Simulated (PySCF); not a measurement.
Bonds (- single, = double, # triple, : aromatic): C1-P2, P2-N3, N3:C4, C4:C5, C5:C6, C6:C7, P2-C8, C8=C9, C9-P2, C7:N3. C1 carries H10, H11, H12; C4 carries H13; C5 carries H14; C6 carries H15; C7 carries H16; C8 carries H17; C9 carries H18. Formal charges: P2 +1.

Total charge +1.

Geometry: PBE0-D3(BJ)/def2-SVP; GIAO absolute shieldings from PySCF 2.14.0 with density-fitted response routines, gas phase, non-relativistic, averaged over equivalent atoms.

At PBE0/pcSseg-1 (205 basis functions, 48 s wall time on 1 thread of an Arm Neoverse V1, shared host):
```json
{"atoms": "C8/C9", "σ (ppm)": "34.6"}
{"atoms": "C5/C6", "σ (ppm)": "55.1"}
{"atoms": "C4/C7", "σ (ppm)": "57.5"}
{"atoms": "C1", "σ (ppm)": "174.9"}
{"atoms": "P2", "σ (ppm)": "427.8"}
{"atoms": "N3", "σ (ppm)": "109.6"}
{"atoms": "H17/H18", "σ (ppm)": "22.24"}
{"atoms": "H14/H15", "σ (ppm)": "23.94"}
{"atoms": "H13/H16", "σ (ppm)": "24.50"}
{"atoms": "H10/H11/H12", "σ (ppm)": "28.54"}
```

Predict the values at wB97X-D/pcSseg-1 on the same geometry.

Answers


| atoms | σ at wB97X-D/pcSseg-1 | change |
| --- | --- | --- |
| C8/C9 | 33.3 | -1.3 |
| C5/C6 | 54.2 | -0.9 |
| C4/C7 | 56.3 | -1.2 |
| C1 | 174.6 | -0.3 |
| P2 | 426.9 | -0.9 |
| N3 | 113.3 | +3.7 |
| H17/H18 | 22.40 | +0.16 |
| H14/H15 | 24.06 | +0.12 |
| H13/H16 | 24.60 | +0.10 |
| H10/H11/H12 | 28.67 | +0.13 |

The largest change is at N3 (pyrrole-type ring nitrogen). Cost: 205 basis functions, 42 s wall time on 1 thread of an Arm Neoverse V1, shared host. The order of the carbon signals is the same at both levels.
